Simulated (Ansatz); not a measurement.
The lowest singlet and triplet of Cl2Si (SMILES Cl[Si]Cl); geometries from B3LYP-D3(BJ)/def2-TZVP, each state relaxed from the structure named, with no frequency check.
Singlet at the triplet's geometry (charge 0, multiplicity 1):
```xyz
3

Cl    -1.771    -0.309     0.000
Si     0.000     0.749     0.000
Cl     1.772    -0.307     0.000
```

```tsv
level	gap E(singlet) − E(triplet), vertical, at the triplet's geometry (kcal/mol)	cost
R-HF/cc-pV(D+d)Z	-28.73	-
U-HF/cc-pV(D+d)Z (spin-contaminated)	-29.50	-
U-HF/cc-pV(Q+d)Z (spin-contaminated)	-28.89	-
U-PBE0/def2-TZVPP	-42.74	×2
R-wB97M-V/def2-TZVPP	-53.23	×3
R-MP2/cc-pV(Q+d)Z	-46.27	-
U-SCS-MP2/cc-pV(D+d)Z (spin-contaminated)	-41.59	-
R-SCS-MP2/cc-pV(Q+d)Z	-49.48	-
U-SCS-MP2/cc-pV(Q+d)Z (spin-contaminated)	-43.50	-
R-CCSD(T)/cc-pV(D+d)Z	-46.59	×2
U-CCSD(T)/cc-pV(D+d)Z (spin-contaminated)	-46.45	×3
SC-NEVPT2 on SA-CASSCF(2,2)/cc-pV(Q+d)Z	-47.95	-
FIC-NEVPT4(SD) on SA-CASSCF(2,2)/cc-pV(Q+d)Z	-47.78	-
FIC-MRCISD+Q on SA-CASSCF(2,2)/cc-pV(Q+d)Z	-47.24	-
```

The rows run from -53.23 (R-wB97M-V/def2-TZVPP) to -28.73 kcal/mol (R-HF/cc-pV(D+d)Z).

A positive gap puts the triplet lower; no zero-point energy. R- takes a restricted singlet. U- takes an unrestricted singlet (broken symmetry where lower, unprojected). The triplet is unrestricted in single-reference levels. Active spaces average the two states.

Correlated levels freeze the cores.

Doubts at one or more of the structures used: a restricted determinant that unrestricted orbitals would lower (R-HF/cc-pV(D+d)Z, R-MP2/cc-pV(Q+d)Z, R-SCS-MP2/cc-pV(Q+d)Z, R-CCSD(T)/cc-pV(D+d)Z).

The values were computed with Ansatz (a program for electronic structure). 

Costs are rough ratios of core time to R-PBE/def2-TZVPP (about 5 s over the structures, on one shared machine); a dash marks a level with no comparable run of its own.
